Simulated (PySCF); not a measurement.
CsI, SMILES [Cs][I].

Geometry: B3LYP-D3(BJ)/def2-TZVPD. The def2 effective core potentials stand for the cores of Cs, I; spin–orbit coupling is left out.

Calculation: B3LYP-D3(BJ)/def2-TZVPD (PySCF).

Frequencies are harmonic and unscaled.

Task: Estimate the vibrational spectrum. (Estimate from the structure and the level; the computed values follow.)

Result: 
| mode | ν (cm⁻¹) | IR (km/mol) | Raman (Å⁴/amu) | depolarisation | moving atoms (share of kinetic energy) |
|---|---|---|---|---|---|
| 1 | 112 | 19.9 | 3.7 | 0.02 | I 51 %, Cs 49 % |
